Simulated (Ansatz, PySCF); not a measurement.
C$_{2}$H$_{6}$Si, charge -1, doublet, at a GFN2-xTB geometry (a state made from the parent by changing its charge; the spin is typed, not shown lowest) (in this run its highest filled SCF level lies above zero, so its values depend strongly on the basis, on diffuse functions most of all), atoms displaced at random by about 0.08 Å a coordinate. Base run: HF/STO-3G, gradient in PySCF.

Input for PySCF:
```python
from pyscf import gto, scf

mol = gto.M(
    atom='''
Si   -0.24135804    0.04824247    0.70464346
C     0.77417945    1.32021527   -0.42467057
H     0.88724530    2.22408333    0.04719739
H     0.16140409    1.49323436   -1.27368088
H     1.81879065    0.73160100   -0.75210279
C    -0.35311778   -1.46176707   -0.27936229
H     0.65956534   -1.85540653   -0.82096494
H    -0.86411895   -1.23930977   -1.33964930
H    -0.91741099   -2.22533827    0.05485123
''',
    basis='sto-3g',
    charge=-1,
    spin=1,
    verbose=4,
)

mf = scf.UHF(mol)
mf.kernel()
g = mf.nuc_grad_method()
grad = g.kernel()
```

Programs used: Ansatz (a quantum-chemistry and plane-wave program), PySCF; a row that names a program was run with it.

The coordinate followed is x of atom 9.

Variants of this job, named by their change:

| change | dE/dx (Eh/bohr) | net force (Eh/bohr) |
|---|---|---|
| base | 0.034466 | 0.000000 |
| finite difference step (bohr) = 1e-4; conv_tol = 1e-11 | 0.034466 | - |
| finite difference step (bohr) = 1e-3; conv_tol = 1e-11 | 0.034466 | - |
| conv_tol = 1e-11 | 0.034466 | 0.000000 |
| density fitting = on; auxbasis_response = off | 0.034504 | 0.000648 |
| code = ansatz | 0.034466 | 0.000000 |
| finite difference step (bohr) = 1e-5; conv_tol = 1e-11 | 0.034466 | - |
| conv_tol = 1e-4 | 0.034456 | 0.000000 |
| finite difference step (bohr) = 0.05; conv_tol = 1e-11 | 0.034454 | - |
| finite difference step (bohr) = 0.2; conv_tol = 1e-11 | 0.034249 | - |
| density fitting = on | 0.034466 | 0.000000 |
| conv_tol = 1e-6 | 0.034466 | 0.000000 |

The net force is zero for an exact gradient.

Open shells are given as the SCF converged; they aren't shown to be the lowest states, and a large step between rows can be another state.
